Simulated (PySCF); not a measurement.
## Two-component Hartree-Fock for Ni¹¹⁺ (nickel, charge +11)

Start: [Ne] 3s2 3p5; 3p1/2 filled at m_j = -1/2, +1/2; 3p3/2 filled at m_j = -1/2, +1/2, +3/2. Calculated with PySCF 2.14 in an even-tempered Gaussian basis (20 s from 0.76 bohr⁻², ratio 2.4; 14 p from 0.98 bohr⁻², ratio 2.4; 5 d from 5.8 bohr⁻², ratio 2.6; 4 f from 8.8 bohr⁻², ratio 2.6): generalised Hartree-Fock with the X2C-1e Hamiltonian and a Gaussian nucleus; one run each with spin-orbit coupling (SO) switched off, then screened by Boettger's factors.

```csv
spinor shell,electrons,"ε, spin-free (eV)","ε, screened SO (eV)",weight of nominal j (screened SO),"rms radius, screened SO (bohr)"
1s1/2,2,-8717.3,-8717.0,1.000,0.0624
2s1/2,2,-1367.1,-1367.0,1.000,0.263
2p1/2,2,-1216.1,-1228.8,0.999,0.234
2p3/2,4,-1216.1,-1209.8,0.999,0.237
3s1/2,2,-402.03,-401.98,1.000,0.704
3p1/2,2,-353.52,-355.84,0.875,0.709
3p3/2,3,-353.52,-352.29,0.917,0.714
```

```json
{"quantity": "E (hartree)", "spin-free": "-1470.67654", "screened SO": "-1470.74813"}
{"quantity": "M_J", "spin-free": "3/2", "screened SO": "3/2"}
{"quantity": "⟨J²⟩", "spin-free": "3.752", "screened SO": "3.752"}
{"quantity": "⟨L²⟩", "spin-free": "2.002", "screened SO": "2.002"}
{"quantity": "⟨S²⟩", "spin-free": "0.751", "screened SO": "0.751"}
```

Each row is a mean over spinors that exchange with the open shell spreads, by up to 8.258 eV (3s1/2).

Rows whose weight is well below 1 are mixtures of j = l ± 1/2: exchange outweighs spin-orbit coupling there, and the label is only the starting occupation.

Without spin-orbit coupling the j labels of p, d and f shells carry no meaning; the spin-free column gives the mean over the occupied spinors of each nl shell.
